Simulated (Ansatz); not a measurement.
The same molecule with X = C, Si, Ge, Sn. Ansatz, PBE0-D4/def2-TZVP geometries, multiplicity 1. Each molecule was computed in one conformer, which needn't be the lowest.

Elements past krypton have def2 core potentials. Scalar relativity is left out up to krypton.

| X | molecule | mean X–Cl bond length / Å | mean X–O bond length / Å | HOMO–LUMO gap (B3LYP/def2-TZVPP) / eV | HOMO–LUMO gap (ωB97M-V/def2-TZVPP) / eV | HOMO energy (PBE0/def2-TZVPP) / eV |
| --- | --- | --- | --- | --- | --- | --- |
| Si | `O[Si](O)(O)Cl` | 2.059 | 1.620 | 8.84 | 13.35 | -9.13 |
| Ge | `[OH][Ge]([OH])([OH])[Cl]` | 2.147 | 1.746 | 8.04 | 12.89 | -9.32 |
| Sn | `[OH][Sn]([OH])([OH])[Cl]` | 2.305 | 1.937 | 6.65 | 11.71 | -9.30 |

(1) Give the row for X = C, `OC(O)(O)Cl`. (Best estimate.)

Results:

(1) Computed: 
| X | molecule | mean X–Cl bond length / Å | mean X–O bond length / Å | HOMO–LUMO gap (B3LYP/def2-TZVPP) / eV | HOMO–LUMO gap (ωB97M-V/def2-TZVPP) / eV | HOMO energy (PBE0/def2-TZVPP) / eV |
| --- | --- | --- | --- | --- | --- | --- |
| C | `OC(O)(O)Cl` | 1.896 | 1.353 | 8.20 | 13.04 | -8.61 |

From C to Sn the mean X–Cl bond length rises at each step, by 0.409 Å in all; the mean X–O bond length rises at each step, by 0.584 Å in all; the HOMO–LUMO gap (B3LYP/def2-TZVPP) isn't monotonic: highest at Si, lowest at Sn; the HOMO–LUMO gap (ωB97M-V/def2-TZVPP) isn't monotonic: highest at Si, lowest at Sn; the HOMO energy (PBE0/def2-TZVPP) isn't monotonic: highest at C, lowest at Ge. Bonds lengthen as the atom grows down the group.

B3LYP here is the variant with VWN-RPA as its local correlation; programs differ in this.
